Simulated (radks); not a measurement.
The numbers below are computed, except where a source is named.
Successive ionisation energies (eV) of one element, from differences of total energies of ions in their ground configurations, starting at charge 4: 99.173, 119.51, 140.41, 168.98, 192.52, 216.30, 265.31, 293.50, 789.83, 865.40, 941.61. Code: a radial shooting solver on a logarithmic mesh with Libxc functionals. Model: scalar-relativistic Kohn-Sham, BLYP, spin-polarised, spherical densities, point nucleus; open shells are filled with parallel spins first. Which element is it?

Answer. Titanium (Z = 22). The first species listed is Ti4+ in [Ar], the last Ti14+ in [He] 2s2 2p4.
